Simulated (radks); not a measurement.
Values are calculated unless marked as measured or tabulated.
How relativity changes the ionisation of neutral arsenic ([Ar] 3d10 4s2 4p3) to As+ ([Ar] 3d10 4s2 4p2). Spin-unpolarised spherical Kohn-Sham, PBEsol, point nucleus unless stated (finite: rms radius 4.0968 fm), a radial shooting solver on a logarithmic mesh with Libxc functionals. A level marked "c x" has the speed of light scaled by that factor and shares open shells by 2j + 1; other Dirac levels either fill j = l - 1/2 first or share by 2j + 1.

| level | E(As) (hartree) | E(As+) (hartree) | IE (eV) | HOMO | <r> HOMO (bohr) |
|---|---|---|---|---|---|
| non-rel. | -2233.91554 | -2233.57787 | 9.189 | 4p | 2.551 |
| scalar-rel. | -2259.20666 | -2258.87010 | 9.158 | 4p | 2.546 |
| scalar-rel., finite nucleus | -2259.19171 | -2258.85515 | 9.158 | 4p | 2.546 |
| Dirac, 2j+1 shares | -2259.32792 | -2258.99124 | 9.161 | 4p3/2 | 2.564 |
| Dirac, low j first | -2259.33802 | -2259.00777 | 8.987 | 4p3/2 | 2.570 |
| Dirac, 2j+1 shares, finite nucleus | -2259.31296 | -2258.97628 | 9.161 | 4p3/2 | 2.564 |
| Dirac, c x 0.75 | -2280.15066 | -2279.81470 | 9.142 | 4p3/2 | 2.576 |
| Dirac, c x 1.25 | -2250.01076 | -2249.67374 | 9.171 | 4p3/2 | 2.559 |
| Dirac, c x 5 | -2234.90453 | -2234.56690 | 9.188 | 4p3/2 | 2.551 |

NIST Atomic Spectra Database: 9.789 eV (measured). The relativistic part of the total energy of As is -25.4 hartree (Dirac, 2j+1 shares, finite nucleus), 1.1 % of the non-relativistic value. Spin polarisation and multiplet splitting of open shells are left out at every level.

Beside tabulated values, note that spin-unpolarised runs miss the spin-polarisation part of the exchange energy of open shells.
